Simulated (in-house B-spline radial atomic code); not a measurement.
Fe⁸⁺. Computed with a B-spline radial atomic code. Model: all-electron spherical atom, spin shells full or empty, radial basis limit, no spin-orbit coupling: exact exchange with a local potential (Slater, KLI or optimised effective potential, whose far tail is KLI's), no correlation.

Exchange potential has not reached -1/r at the last radius.

The run also made RPA and GW results, which its time includes.

The Slater potential averages the orbital exchange potentials with the orbital densities as weights, KLI adds orbital constants, and the optimised effective potential minimises the exact-exchange energy among local potentials. So their energies lie above Hartree-Fock in the order OEP, KLI, Slater. All fall off as −1/r, unlike LDA and GGA exchange.

Command:
```bash
python run_gw.py task.json out
```
Settings (lengths in bohr, energies in hartree):
```
Z                      26
electrons              18
configuration          [Ne] 3s2 3p6
hamiltonian            nr
method                 oep
lmax                   9
spin_polarised         False
box_radius             7.7
intervals              67
```

Run time, properties included: 3.1 s on 1 thread of Arm Neoverse N1, on a shared host.

Given: hamiltonian non-relativistic; mean-field start exchange-only OEP.

Computed: energy above Hartree-Fock 5.8023 millihartree; virial ratio -E/T less 1 0.

| radius (bohr) | r times exchange potential (hartree bohr) |
| --- | --- |
| 0.00192 | -0.040847 |
| 0.00233 | -0.049529 |
| 0.00281 | -0.059662 |
| 0.0034 | -0.072068 |
| 0.00412 | -0.087115 |
| 0.00498 | -0.10493 |
| 0.00602 | -0.1262 |
| 0.00728 | -0.15153 |
| 0.00881 | -0.18153 |
| 0.0107 | -0.2173 |
| 0.0129 | -0.25699 |
| 0.0156 | -0.30261 |
| 0.0189 | -0.35348 |
| 0.0228 | -0.40653 |
| 0.0276 | -0.46132 |
| 0.0334 | -0.51264 |
| 0.0404 | -0.55424 |
| 0.0488 | -0.57745 |
| 0.059 | -0.57299 |
| 0.0714 | -0.5414 |
| 0.0864 | -0.52553 |
| 0.104 | -0.5945 |
| 0.126 | -0.74047 |
| 0.153 | -0.8883 |
| 0.185 | -0.9999 |
| 0.224 | ? |
| 0.27 | -1.0613 |
| 0.327 | -0.93441 |
| 0.396 | -0.72853 |
| 0.479 | ? |
| 0.579 | -1.1855 |
| 0.7 | -1.3351 |
| 0.847 | -1.3978 |
| 1.02 | -1.387 |
| 1.24 | -1.3218 |
| 1.5 | -1.2407 |
| 1.81 | -1.1707 |

Task: What belongs in the row 0.224?

Result: r times exchange potential (hartree bohr): -1.0653.

Task: What belongs in the row 0.479?

Result: r times exchange potential (hartree bohr): -0.90213.

```tsv
occupied	level (hartree)	Hartree-Fock level (hartree)
1s	-262.1	-268.09
2s	-37.127	-38.82
2p	?	?
3s	-9.8478	-10.14
3p	-8.591	-8.5907
```

Task: What belongs in the row 2p?

Result: level (hartree): -33.033; Hartree-Fock level (hartree): -34.284.

| empty | level (hartree) |
| --- | --- |
| 3d | -6.5794 |
| 4s | ? |
| 4p | -3.8645 |
| 4d | -3.2153 |
| 4f | -2.7309 |

Task: What belongs in the row 4s?

Result: level (hartree): -4.2907.

The highest level, 3p, differs from Hartree-Fock by -0.0086 eV and the deepest, 1s, by +163 eV: a local potential can match the highest level but can't give each shell its own exchange.
